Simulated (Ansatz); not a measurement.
`ClC1=CO[SiH2]1`. The species carries charge 0 and has multiplicity 1. Geometry: relaxed with PBE0-D4/def2-TZVP.

```xyz
8

Cl    1.416   -1.151    1.877
C     0.477   -0.472    0.638
C    -0.286   -1.075   -0.288
O    -0.872   -0.118   -1.098
Si   -0.079    1.084   -0.176
H    -0.508   -2.117   -0.497
H    -1.030    1.977    0.526
H     0.882    1.872   -0.981
```

(1) What is the dipole moment at B3LYP/def2-TZVPP? (Best estimate.)

(2) And with PBE, r2SCAN, ωB97M-V? (An estimate is asked.)

(3) Give the Mulliken charges with B3LYP, PBE, r2SCAN in def2-TZVPP. (Estimate.)

Answers

(1) The calculation gave: 0.71 D, with components (-0.06, 0.69, -0.13) D in this frame, pointing from negative to positive charge.

(2) Ansatz gave: PBE 0.69 D, r2SCAN 0.74 D, ωB97M-V 0.66 D.

(3) Computed: 
```csv
atom,B3LYP,PBE,r2SCAN
Cl1,-0.09,-0.08,-0.10
C2,-0.22,-0.18,-0.27
C3,0.18,0.16,0.25
O4,-0.40,-0.33,-0.41
Si5,0.53,0.45,0.57
H6,0.13,0.10,0.10
H7,-0.06,-0.06,-0.07
H8,-0.06,-0.06,-0.07
```

B3LYP here is the variant with VWN-RPA as its local correlation; programs differ in this.
